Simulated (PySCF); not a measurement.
# Spin-rotation constants: `C#CCS(=O)(=O)Cl`, C3H3ClO2S

Molfile (atoms numbered from 1):
```
C3H3ClO2S
     RDKit          3D

 10  9  0  0  0  0  0  0  0  0999 V2000
    1.9273    1.1586   -0.2387 C   0  0  0  0  0  0  0  0  0  0  0  0
    1.1697    0.2480   -0.4102 C   0  0  0  0  0  0  0  0  0  0  0  0
    0.2153   -0.7993   -0.5855 C   0  0  0  0  0  0  0  0  0  0  0  0
   -1.2916   -0.2558    0.2751 S   0  0  0  0  0  6  0  0  0  0  0  0
   -1.0028    0.0968    1.6240 O   0  0  0  0  0  0  0  0  0  0  0  0
   -2.3548   -1.1691    0.0082 O   0  0  0  0  0  0  0  0  0  0  0  0
   -1.7058    1.4663   -0.7261 Cl  0  0  0  0  0  0  0  0  0  0  0  0
    2.6037    1.9474   -0.0942 H   0  0  0  0  0  0  0  0  0  0  0  0
    0.5117   -1.7290   -0.1051 H   0  0  0  0  0  0  0  0  0  0  0  0
   -0.0638   -0.9594   -1.6230 H   0  0  0  0  0  0  0  0  0  0  0  0
  1  2  3  0
  2  3  1  0
  3  4  1  0
  4  5  2  0
  4  6  2  0
  4  7  1  0
  1  8  1  0
  3  9  1  0
  3 10  1  0
M  END
```

Theory: PySCF 2.14.0, GIAO BHandHLYP/pcSseg-1 magnetisability, rotational g tensor and spin-rotation constants, non-relativistic, gas phase. Geometry: GFN2-xTB.

Problem. Give the nuclear spin-rotation constants along the inertial axes (H = +C I·J) beside the isotropic shieldings.

Solution. Rotational constants 2.6771, 1.6767, 1.3381 GHz. A star marks the isotopologue with that one atom substituted, in its own axes.
```tsv
atom	isotope	Caa (kHz)	Cbb (kHz)	Ccc (kHz)	mean (kHz)	σ (ppm)
Cl7	35Cl	1.804	0.152	0.794	0.917	384.3
H8	1H	-0.084	-0.153	-0.121	-0.120	29.5
H9	1H	-0.308	0.089	-0.162	-0.127	28.0
H10	1H	-0.310	-0.175	0.051	-0.145	28.0
C1	13C*	0.463	0.485	0.378	0.442	96.3
C2	13C*	0.376	0.455	0.357	0.396	112.3
C3	13C*	0.483	0.366	0.275	0.375	127.6
S4	33S*	1.152	0.751	0.515	0.806	145.0
O5	17O*	-0.837	-0.340	-0.465	-0.547	45.3
```
For the geometry as given, no vibrational averaging.

Problem. How do the rotational constants and the g tensor change when H8, H9, H10 are replaced by deuterium?

Solution. Constants 2.5438, 1.5745, 1.2719 GHz; g -0.0327, -0.0176, -0.0163, against -0.0343, -0.0183, -0.0172 before.
